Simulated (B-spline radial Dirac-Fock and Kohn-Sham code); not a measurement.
**Pd⁶⁺: non-radiative channels of the 3d3/2 vacancy**

System: the Pd⁶⁺ ion, 1s2 2s2 2p6 3s2 3p6 3d10 4s2 4p6 4d4.

These are calculated numbers from an atomic code on a B-spline grid; the model is independent-particle radiative and Coulomb Auger rates from relativistic LDA hole-state orbitals, with Dirac-Fock energies. Kinetic energies are configuration averages from the vacuum level; the two-hole energies are estimated from single-hole states.

```
transition  kinetic energy (eV)  width (meV)  share (%)
   M4-N1N1                33.02        0.697        0.4
   M4-N1N2                75.02         6.22        3.5
   M4-N1N3                80.18         6.58        3.7
   M4-N2N3                117.5         9.22        5.2
   M4-N3N3                122.2         4.08        2.3
   M4-N1N4                135.0         29.6       16.7
   M4-N1N5                135.8         5.01        2.8
   M4-N2N5                174.4         1.95        1.1
   M4-N2N4                174.6         22.2       12.5
   M4-N3N4                178.9         50.3       28.3
   M4-N3N5                180.1         2.00        1.1
   M4-N4N4                234.6         12.6        7.1
   M4-N4N5                235.3         26.3       14.8
```

The listed channels hold 100 % of the non-radiative rate. Summed by principal shells, of 0.178 eV in all: MNN 100.0 %.
